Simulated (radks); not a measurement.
Q: The vanadium ion V+, configuration [Ar] 3d4 (the NIST ground configuration). Method: Dirac Kohn-Sham, PBE, spin-unpolarised, spherical densities, finite nucleus; open shells fill j = l - 1/2 first; Fermi nuclear charge, rms radius 3.6002 fm; computed with a radial shooting solver on a logarithmic mesh with Libxc functionals.

Spin-orbit splittings of the eigenvalues, e(l+1/2) - e(l-1/2), with zeta = 2 splitting/(2l+1) and mean radii in bohr:

shell  occ.  splitting (eV)  zeta (eV)  <r> j=l-1/2  <r> j=l+1/2
2p        6           7.105      4.737       0.2721       0.2749
3p        6               ?          ?        1.024        1.033
3d        4         0.05806    0.02322        1.551        1.558

Estimate the 3p splitting.

A: 0.8106 eV (zeta = 0.5404 eV).
